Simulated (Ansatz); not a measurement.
`BB(O)Br` + H₂ → `BBO` + HBr at 600 K and 1 bar (hydrogenolysis of a B–Br bond).

Computed with Ansatz on PBE0-D4/def2-TZVP structures; ΔE is electronic, products minus reactants. CCSD(T)/CBS is the MP2 limit (def2-TZVPP, def2-QZVPP) plus CCSD(T) − MP2 in def2-TZVPP, frozen cores. This one scheme is used for every species. For Br outer-core shells are correlated without core-valence functions, which leaves a few kJ/mol of doubt a bond. Scalar relativity is left out up to krypton. Each species was taken in one conformer, which may not be the lowest.

| species | CCSD(T)/CBS energy (Eh) | H − E (kJ/mol) | S (J/(mol·K)) |
| --- | --- | --- | --- |
| `BB(O)Br` | -2699.94100 | 150.9 | 383.8 |
| H₂ | -1.17544 | 43.9 | 150.8 |
| `BBO` | -127.16606 | 163.4 | 327.8 |
| HBr | -2573.91920 | 33.5 | 219.1 |

H − E and S are ideal-gas, rigid-rotor, harmonic terms from PBE0-D4/def2-TZVP, for one conformer and one mirror image of each species. The MP2-based limit puts H₂ 0.8 mEh under its directly extrapolated value; such offsets cancel only in part. 1 Eh = 2625.50 kJ/mol, R = 8.31446 J/(mol·K).

**Question.** By hand: ΔE, ΔH, ΔS and ΔG.

**Answer.** ΔE = (-127.16606) + (-2573.91920) − (-2699.94100) − (-1.17544) = 0.03118 Eh = 81.9 kJ/mol. Δ(H − E) = 163.4 + 33.5 − 150.9 − 43.9 = 2.1, so ΔH = 84.0 kJ/mol. ΔS = 327.8 + 219.1 − 383.8 − 150.8 = 12.3 J/(mol·K). ΔG = 84.0 − 600 × (12.3)/1000 = 76.6 kJ/mol.

**Question.** By hand: the equilibrium constant, and the temperature at which ΔG would vanish if ΔH and ΔS stayed fixed.

**Answer.** log₁₀ K = −ΔG/(RT ln 10) = -6.7. ΔG = 0 at ΔH/ΔS = 6829 K, far beyond where these terms or the molecules hold.

The number of gas molecules stays the same, so ΔS is small and ΔH decides. A doubt of 5 kJ/mol in ΔE shifts log₁₀ K by 0.4 here. Other conformers and mirror images would add mixing entropy, several J/(mol·K) or more a flexible species. These are equilibria of isolated gas molecules and say nothing of rates. Largest T1 diagnostic: 0.013 (customary marks: 0.02 for closed shells, 0.045 for open ones).
